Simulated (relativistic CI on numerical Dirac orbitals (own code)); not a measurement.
# Sc2+: q coefficients and field-shift factors

Method of calculation: Dirac-Coulomb-Breit CI, separate exchange-only KLI orbitals for each configuration, valence Slater integrals scaled by 0.85, P86 correlation energy added to each configuration, derivatives by finite differences, QED left out (own radial code, finite nucleus).

Configuration list (outside the closed core [Ne] 3s2): 3p6 3d, 3p6 4s, 3p6 4p, 3p6 4d, 3p6 4f, 3p5 3d2. Levels of other configurations are missing.

With x = (α/α₀)² − 1 an excitation energy changes as ω = ω₀ + qx; K = 2q/ω₀ is the relative enhancement. Terms are leading LS components, so labels can repeat. The field-shift factor is F = δν/δ⟨r²⟩ for the transition from the lowest level.

Lowest level 3p6 3d 2D_3/2.

| Level | ω₀ (cm⁻¹) | q (cm⁻¹) | F (GHz/fm²) |
| --- | --- | --- | --- |
| 3p6 3d 2D_5/2 | 161.4 | 155.9 | 0.00167 |
| 3p6 4s 2S_1/2 | 27570.8 | -1741 | 0.883 |
| 3p6 4p 2P°_1/2 | 63126.7 | -1401 | 0.444 |
| 3p6 4p 2P°_3/2 | 63556.8 | -966.3 | 0.445 |
| 3p6 4d 2D_3/2 | 112065.3 | -933.1 | 0.524 |
| 3p6 4d 2D_5/2 | 112109.7 | -888.7 | 0.524 |
| 3p6 4f 2F°_5/2 | 138401.7 | -1046 | 0.614 |
| 3p6 4f 2F°_7/2 | 138401.9 | -1046 | 0.614 |

Correlation outside the listed configurations is missing or only estimated: errors of thousands of cm⁻¹ between configurations and terms are usual at this charge. Rates and lifetimes follow the computed energies and can be off by large factors. The fine structure of a lone outer electron comes out too small, for d and f at times inverted, and misplaced configurations move strength between like terms.

**Question.** Which transition from the lowest level has the largest |K|?

**Answer.** 3p6 3d 2D_5/2 at 161.4 cm⁻¹, K = 1.93.
